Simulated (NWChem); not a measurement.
Molecule: C$_{3}$H$_{8}$BN; SMILES NB1CCC1

```xyz
13

N      0.0058    -1.9908     0.0000
B     -0.0053    -0.5935     0.0000
C     -0.0079     0.5120     1.1546
C      0.0134     1.5709     0.0000
C     -0.0079     0.5120    -1.1546
H      0.0106    -2.5489    -0.8547
H      0.0106    -2.5489     0.8547
H      0.8740     0.5360     1.8292
H     -0.9115     0.5493     1.7996
H      0.9227     2.2063     0.0000
H     -0.8632     2.2508     0.0000
H     -0.9115     0.5493    -1.7996
H      0.8740     0.5360    -1.8292
```
Atoms are numbered in this order, from 1.

Computed with NWChem. Pople sets run with spherical d functions. STO-3G and 3-21G are far too small for this property and stand as cheap habits. Structure relaxed at the PBE-D3(BJ)/def2-SVP level. No frequency run checked for a minimum. Field at 589 nm.

```tsv
level	isotropic polarisability (bohr³)	anisotropy (bohr³)	relative time
B3LYP/STO-3G	27.1	14.8	1
B3LYP/6-31G*	49.3	17.5	4
B3LYP/def2-SVP	51.9	16.9	5
```

Relative times are rough (shared machine, one core).
